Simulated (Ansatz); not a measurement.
Two members of one family (Series YX3), computed with Ansatz in the gas phase; def2 core potentials for Y, no spin–orbit coupling. The two geometries come from different levels. A dash marks a value that wasn't run or was left out as unsound. The structures are stationary points that may keep the symmetry of their start. Remarks come from the PBE and PBE0 runs and from stability tests at other levels; not every state was tested. HOMO above LUMO (over both spins in singlets and doublets, within one spin in higher multiplets; at PBE or PBE0), or a gap under 0.15 eV within one spin, warns that the state may not be the lowest or that an electron is smeared out.

First: YBr3 (singlet, charge 0, r2SCAN-D4/def2-SVP geometry).

```xyz
4

Y    -0.0007   -0.0001   -0.0003
Br   -1.0462    0.6751    2.2736
Br    0.3627    1.7878   -1.8423
Br    0.6842   -2.4627   -0.4310
```

```json
{"level": "PBE-D4/def2-TZVP", "HOMO (eV)": "-7.26", "LUMO (eV)": "-3.73", "gap (eV)": "3.53", "vertical IE (eV)": "9.71", "vertical triplet (eV)": "3.77"}
{"level": "r2SCAN-D4/def2-TZVP", "HOMO (eV)": "-7.61", "LUMO (eV)": "-3.42", "gap (eV)": "4.18", "vertical IE (eV)": "10.00", "vertical triplet (eV)": "3.96"}
{"level": "B97M-V/def2-TZVP", "HOMO (eV)": "-7.62", "LUMO (eV)": "-3.59", "gap (eV)": "4.03", "vertical IE (eV)": "–", "vertical triplet (eV)": "–"}
{"level": "r2SCANh-D4/def2-TZVP", "HOMO (eV)": "-8.06", "LUMO (eV)": "-3.17", "gap (eV)": "4.89", "vertical IE (eV)": "–", "vertical triplet (eV)": "–"}
{"level": "PBE0-D4/def2-TZVP", "HOMO (eV)": "-8.51", "LUMO (eV)": "-2.98", "gap (eV)": "5.53", "vertical IE (eV)": "10.24", "vertical triplet (eV)": "4.25"}
```

Metal–donor distances: 3 × Br 2.59 Å. Remarks: gap within one spin near zero at PBE or PBE0 (triplet).

Second: YCl3 (singlet, charge 0, PBE-D4/def2-SVP geometry).

Cartesian coordinates in Å:
```
Y 0.003 -0.001 -0.001
Cl 0.978 2.233 -0.185
Cl 0.121 -1.216 2.117
Cl -1.101 -1.016 -1.932
```

Problem. Estimate the same table for the second.

Solution. 
| level | HOMO (eV) | LUMO (eV) | gap (eV) | vertical IE (eV) | vertical triplet (eV) |
| --- | --- | --- | --- | --- | --- |
| PBE-D4/def2-TZVP | -7.74 | -3.69 | 4.05 | 10.40 | 4.32 |
| r2SCAN-D4/def2-TZVP | -8.11 | -3.34 | 4.78 | 10.69 | 4.54 |
| B97M-V/def2-TZVP | -8.15 | -3.53 | 4.63 | – | – |
| r2SCANh-D4/def2-TZVP | -8.61 | -3.08 | 5.53 | – | – |
| PBE0-D4/def2-TZVP | -9.13 | -2.93 | 6.20 | 11.00 | 4.88 |

Metal–donor distances: 3 × Cl 2.44 Å. Remarks: gap within one spin near zero at PBE or PBE0 (triplet).
